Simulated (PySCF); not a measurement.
C4H8F3O2P.
Numbering: `[CH3:1][P@:2](=[O:3])([CH2:4][OH:5])[CH2:6][C:7]([F:8])([F:9])[F:10]` (hydrogens: H11, H12, H13 on C1; H14, H15 on C4; H16 on O5; H17, H18 on C6)

The same species was optimised twice, with GFN2-xTB and with PBE0-D3(BJ)/def2-SVP (PySCF), and the same property calculations (PySCF, gas phase) were run on both structures.

```tsv
coordinate	GFN2-xTB	PBE0-D3(BJ)/def2-SVP	change
P2=O3 (Å)	1.468	1.503	+0.035
P2–C4 (Å)	1.857	1.834	-0.023
C1–P2 (Å)	1.827	1.804	-0.023
P2–C6 (Å)	1.859	1.837	-0.022
C7–F9 (Å)	1.340	1.332	-0.008
C7–F10 (Å)	1.342	1.339	-0.003
C4–O5 (Å)	1.398	1.396	-0.002
C7–F8 (Å)	1.344	1.344	0.000
C6–C7 (Å)	1.501	1.501	0.000
P2–C6–C7 (°)	114.1	118.7	+4.6
O3–P2–C4 (°)	110.3	107.8	-2.5
C1–P2–O3 (°)	114.5	116.4	+1.9
C4–P2–C6 (°)	103.6	104.8	+1.2
F9–C7–F10 (°)	106.3	107.3	+1.0
F8–C7–F9 (°)	106.4	107.3	+0.9
C6–C7–F8 (°)	112.6	111.7	-0.9
C6–C7–F9 (°)	112.6	111.8	-0.8
C1–P2–C4–O5 (°)	176	170	-6
C1–P2–C6–C7 (°)	34	37	+3
P2–C6–C7–F8 (°)	47	50	+3
```

Rotational constants: A = 1709, B = 797.1, C = 693.6 MHz (GFN2-xTB) against A = 1737, B = 773.9, C = 682.6 MHz (PBE0-D3(BJ)/def2-SVP). Point groups within 0.08 Å: C1 and C1. Atoms that the bonding makes alike are paired by their places after alignment.

On the GFN2-xTB structure: HOMO (eV) -7.79 [PBE0/pcSseg-1]; LUMO (eV) 1.06 [PBE0/pcSseg-1]; dipole (D) 1.91 [PBE0/pcSseg-1]; GIAO shielding of C1 (ppm) 169.9 [PBE0/pcSseg-1]; GIAO shielding of P2 (ppm) 302.0 [PBE0/pcSseg-1]; GIAO shielding of O3 (ppm) 244.4 [PBE0/pcSseg-1]; GIAO shielding of C4 (ppm) 120.6 [PBE0/pcSseg-1]; GIAO shielding of O5 (ppm) 338.4 [PBE0/pcSseg-1]; GIAO shielding of C6 (ppm) 149.6 [PBE0/pcSseg-1]; GIAO shielding of C7 (ppm) 53.5 [PBE0/pcSseg-1]; GIAO shielding of F8/F9/F10 (mean) (ppm) 244.9 [PBE0/pcSseg-1].

Problem. What do these properties become on the PBE0-D3(BJ)/def2-SVP structure?

Solution. 
```tsv
property	level	on GFN2-xTB	on PBE0-D3(BJ)/def2-SVP	change
HOMO (eV)	PBE0/pcSseg-1	-7.79	-7.84	-0.05
LUMO (eV)	PBE0/pcSseg-1	1.06	1.00	-0.06
dipole (D)	PBE0/pcSseg-1	1.91	2.45	+0.54
energy, GFN2-xTB geometry as zero (kcal/mol)	PBE0/pcSseg-1	0.0	-1.8	-1.8
GIAO shielding of C1 (ppm)	PBE0/pcSseg-1	169.9	170.5	+0.6
GIAO shielding of P2 (ppm)	PBE0/pcSseg-1	302.0	298.7	-3.3
GIAO shielding of O3 (ppm)	PBE0/pcSseg-1	244.4	244.3	-0.1
GIAO shielding of C4 (ppm)	PBE0/pcSseg-1	120.6	122.9	+2.3
GIAO shielding of O5 (ppm)	PBE0/pcSseg-1	338.4	339.2	+0.8
GIAO shielding of C6 (ppm)	PBE0/pcSseg-1	149.6	150.1	+0.5
GIAO shielding of C7 (ppm)	PBE0/pcSseg-1	53.5	55.2	+1.7
GIAO shielding of F8/F9/F10 (mean) (ppm)	PBE0/pcSseg-1	244.9	249.0	+4.1
```

The heavy atoms differ by 0.092 Å rms after alignment. Among bonds between heavy atoms P2=O3 changes most (+0.035 Å). Changes are differences of the printed values. Neither structure is proved a minimum here.

Conformer computed: `[CH3:1][P@:2](=[O:3])([CH2:4][OH:5])[CH2:6][C:7]([F:8])([F:9])[F:10]`: C1–P2–C4–O5 170°, C1–P2–C6–C7 37°, P2–C6–C7–F8 50°, H–O5–C4–P2 -42°.
